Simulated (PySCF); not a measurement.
Isopropoxyacetic acid, C5H10O3.
Geometry (GFN2-xTB, Å), atoms numbered from 1 in this order:
```xyz
18
C5H10O3 angstrom
C     -1.5057   -1.0087    0.8936
C     -0.7473    0.0580    0.1021
C     -1.6970    0.9022   -0.7397
O      0.1813   -0.5379   -0.8032
C      1.4222   -0.8671   -0.2584
C      2.3177    0.3228    0.0666
O      3.2684    0.2619    0.7999
O      1.9563    1.4389   -0.5636
H     -2.2121   -0.5347    1.5692
H     -0.8231   -1.6188    1.4811
H     -2.0479   -1.6561    0.2091
H     -0.2060    0.7109    0.8033
H     -1.1315    1.6500   -1.2882
H     -2.4264    1.3964   -0.1044
H     -2.2130    0.2658   -1.4529
H      1.3433   -1.4827    0.6492
H      1.9433   -1.4569   -1.0214
H      2.5688    2.1622   -0.3539
```

The closed-shell SCF was solved with PySCF and density fitting under several settings on one GFN2-xTB geometry (grid level 2 and gas phase unless stated).

```csv
settings,basis functions,SCF cycles,E (Eh),HOMO (eV),LUMO (eV),dipole (D)
PW91/6-31++G**,204,16,-422.0961,-5.99,-1.27,1.53
B97-2/6-31G,92,14,-421.9345,-6.96,-0.02,1.37
```

Task: Estimate the rows for these settings: (1) PBE0/IGLO-II; (2) KT2/def2-SVP; (3) HSE06/pcseg-1.

Result: 
```
     settings  basis functions  SCF cycles     E (Eh)  HOMO (eV)  LUMO (eV)  dipole (D)
 PBE0/IGLO-II              236          14  -421.8700      -7.46       0.10        1.47
 KT2/def2-SVP              162          16  -428.5449      -5.85      -0.73        1.38
HSE06/pcseg-1              162          14  -421.7107      -7.12      -0.27        1.47
```

Task: Over all rows, what range does the HOMO–LUMO gap span?

Result: From 4.72 eV (PW91/6-31++G**) to 7.56 eV (PBE0/IGLO-II). The functional of the narrowest has no exact exchange, that of the widest 25 % exact exchange.

Task: And the dipole moment?

Result: From 1.37 D (B97-2/6-31G) to 1.53 D (PW91/6-31++G**); the largest is 1.12 times the smallest, and the median is 1.47 D.

Whole jobs, the steps after the SCF included, on an Arm Neoverse V1 with one thread, no GPU, shared host:

```csv
settings,work after the SCF,wall time,peak memory
PW91/6-31++G**,"spin–spin couplings from 15 perturbed nuclei, spin–dipole term left out",44 s,0.78 GiB
B97-2/6-31G,"shieldings, charges and field gradients",10 s,0.58 GiB
PBE0/IGLO-II,"12 singlets by full TDDFT, 2 Tamm–Dancoff triplets, polarisability",52 s,1.0 GiB
KT2/def2-SVP,"12 singlets by TDA, polarisability",29 s,0.55 GiB
HSE06/pcseg-1,shieldings,39 s,0.91 GiB
```

Cycle counts include a coarse-grid stage where the run had one. All basis functions are spherical, in the Pople sets too. KT2 was designed for NMR shieldings or shifts; total energies of different functionals aren't comparable.

One conformer stands for the species.
